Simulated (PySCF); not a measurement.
All values below come from TPSSh-D3(BJ)/def2-TZVP // CAM-B3LYP-D3(BJ)/def2-TZVP in PySCF. Gas-phase values, no solvent. One relaxed conformer stands for a flexible species; it need not be the lowest. Excitations are Tamm–Dancoff values on a coarser integration grid. The basis has no diffuse functions, so Rydberg states are missing or too high.

Reference species (SMILES): `[OH][GaH][OH]` (H–O–Ga–O torsion 0°, O–Ga–O–H torsion 0°) (neutral, multiplicity 1).

S1 oscillator strength: 0.000
brightest of the four lowest singlets (TDA): 7.26 eV

Changed species: `[OH][Ga]([OH])[OH]` (0 of 3 OH replaced by H; the reference has 1 of 3 OH replaced by H).

### Question
Predict the effect on the S1 oscillator strength and brightest of the four lowest singlets (TDA).

### Answer
the S1 oscillator strength stays essentially unchanged; the brightest of the four lowest singlets (TDA) falls by 0.18 eV, to 7.08 eV.
